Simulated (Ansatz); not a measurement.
Ga₃, relaxed as a doublet with UKS PBE-D4/def2-TZVP in Ansatz, starting from the GFN1-xTB geometry. Force threshold 0.02 eV/Å.

The order of the spin states hangs on the level: the quartet lies 0.05 eV below the doublet at PBE0-D4/def2-TZVP, but 0.01 eV above it at PBE-D4/def2-TZVP. The structure comes from a short search, and lower isomers may exist.

Start:

```xyz
3

Ga    0.599    0.994    0.844
Ga   -0.088   -1.360    0.447
Ga   -0.511    0.366   -1.291
```

```json
{"step": "1", "energy (eV)": "-157109.9295", "largest force component (eV/Å)": "0.259", "SCF passes": "17"}
{"step": "2", "energy (eV)": "-157109.9374", "largest force component (eV/Å)": "0.090", "SCF passes": "18"}
{"step": "3", "energy (eV)": "-157109.9386", "largest force component (eV/Å)": "0.000", "SCF passes": "18"}
```

Force components are those of the run's own axes.

End:

```xyz
3

Ga    0.608    1.010    0.857
Ga   -0.089   -1.382    0.454
Ga   -0.519    0.372   -1.310
```

By distances, no bond broke or formed. The bond that changes most is Ga1–Ga2, from 2.48 to 2.52 Å (atoms count from 1).

No frequencies were taken in this run, so the end may be a saddle point.

Hardware: 2 threads of Intel Xeon Platinum 8375C on a shared host. Wall time 7 s.
